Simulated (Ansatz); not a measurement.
Relaxation of ClFHSSi (5 atoms, charge 0, multiplicity 2), to a largest force component of 0.015 eV/Å in at most 40 steps.

Method: UKS PBE-D4/def2-SVP (Ansatz).

```xyz
5
Properties=species:S:1:pos:R:3
F 1.392 0.781 -0.814
Si 0.179 -0.283 -0.863
S -1.548 0.540 0.146
Cl 0.892 -1.899 0.204
H -0.865 0.788 1.286
```

Q: Where does it end, and by what steps?

A: It converged. After 27 steps the energy has fallen by 0.112 eV; H5 moved furthest, 1.16 Å.

```json
{"step": "0", "energy less start (eV)": "0.0000", "largest force component (eV/Å)": "0.666", "accepted": "yes"}
{"step": "1", "energy less start (eV)": "-0.0094", "largest force component (eV/Å)": "0.379", "accepted": "yes"}
{"step": "2", "energy less start (eV)": "-0.0256", "largest force component (eV/Å)": "0.230", "accepted": "yes"}
{"step": "3", "energy less start (eV)": "-0.0267", "largest force component (eV/Å)": "0.104", "accepted": "yes"}
{"step": "4", "energy less start (eV)": "-0.0272", "largest force component (eV/Å)": "0.030", "accepted": "yes"}
{"step": "5", "energy less start (eV)": "-0.0276", "largest force component (eV/Å)": "0.053", "accepted": "yes"}
{"step": "6", "energy less start (eV)": "-0.0265", "largest force component (eV/Å)": "0.370", "accepted": "no"}
{"step": "7", "energy less start (eV)": "-0.0291", "largest force component (eV/Å)": "0.109", "accepted": "yes"}
{"step": "8", "energy less start (eV)": "-0.0313", "largest force component (eV/Å)": "0.285", "accepted": "yes"}
{"step": "9", "energy less start (eV)": "-0.0354", "largest force component (eV/Å)": "0.353", "accepted": "yes"}
{"step": "10", "energy less start (eV)": "-0.0388", "largest force component (eV/Å)": "0.199", "accepted": "yes"}
{"step": "11", "energy less start (eV)": "-0.0469", "largest force component (eV/Å)": "0.195", "accepted": "yes"}
{"step": "12", "energy less start (eV)": "-0.0384", "largest force component (eV/Å)": "0.662", "accepted": "no"}
{"step": "13", "energy less start (eV)": "-0.0550", "largest force component (eV/Å)": "0.150", "accepted": "yes"}
{"step": "14", "energy less start (eV)": "-0.0604", "largest force component (eV/Å)": "0.183", "accepted": "yes"}
{"step": "15", "energy less start (eV)": "-0.0608", "largest force component (eV/Å)": "0.469", "accepted": "yes"}
{"step": "16", "energy less start (eV)": "-0.0701", "largest force component (eV/Å)": "0.099", "accepted": "yes"}
{"step": "17", "energy less start (eV)": "-0.0720", "largest force component (eV/Å)": "0.348", "accepted": "yes"}
{"step": "18", "energy less start (eV)": "-0.0784", "largest force component (eV/Å)": "0.315", "accepted": "yes"}
{"step": "19", "energy less start (eV)": "-0.0835", "largest force component (eV/Å)": "0.475", "accepted": "yes"}
{"step": "20", "energy less start (eV)": "-0.0937", "largest force component (eV/Å)": "0.309", "accepted": "yes"}
{"step": "21", "energy less start (eV)": "-0.1025", "largest force component (eV/Å)": "0.307", "accepted": "yes"}
{"step": "22", "energy less start (eV)": "-0.1075", "largest force component (eV/Å)": "0.338", "accepted": "yes"}
{"step": "23", "energy less start (eV)": "-0.1102", "largest force component (eV/Å)": "0.168", "accepted": "yes"}
{"step": "24", "energy less start (eV)": "-0.1105", "largest force component (eV/Å)": "0.063", "accepted": "yes"}
{"step": "25", "energy less start (eV)": "-0.1119", "largest force component (eV/Å)": "0.019", "accepted": "yes"}
{"step": "26", "energy less start (eV)": "-0.1120", "largest force component (eV/Å)": "0.019", "accepted": "yes"}
{"step": "27", "energy less start (eV)": "-0.1120", "largest force component (eV/Å)": "0.010", "accepted": "yes"}
```

```xyz
5
Properties=species:S:1:pos:R:3
F 1.584 0.719 -0.390
Si 0.266 -0.229 -0.641
S -1.259 0.166 0.839
Cl 0.813 -2.212 -0.339
H -1.353 1.482 0.489
```

Whether the end is a true minimum wasn't checked by a vibrational analysis.

The run took 92 s on 1 thread of Arm Neoverse V1, with other jobs on the host, peak memory 0.17 GiB.
